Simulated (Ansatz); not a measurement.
C$_{2}$H$_{4}$AlBrO (`[Br][Al]1[CH2]O[CH2]1`). Total charge 0; spin multiplicity 1. Correlated methods include outer-core shells of Br, which these sets cover unevenly. Scalar relativity is left out up to krypton.

```xyz
9

Br   -3.1657   -0.3307    1.1775
Al   -1.0630   -0.1105    0.3949
C     0.1549   -0.7738   -0.9842
O     1.1372    0.1172   -0.4214
C     0.6111    0.8538    0.6993
H     0.5073   -1.8098   -0.9386
H    -0.0325   -0.5232   -2.0338
H     1.1957    0.6464    1.6019
H     0.6552    1.9306    0.5044
```

Give the diagnostics of a CCSD(T)/def2-TZVPP run (frozen core, the Gaussian-basis code of Ansatz). (Best estimate.)

The calculation gave: T1 = 0.0106, largest single amplitude 0.025, largest double 0.024, (T) share of the correlation energy 3.9 %, 10 CCSD cycles. The RHF solution is stable towards an unrestricted one. T1 lies under the customary mark of 0.02 for closed shells.
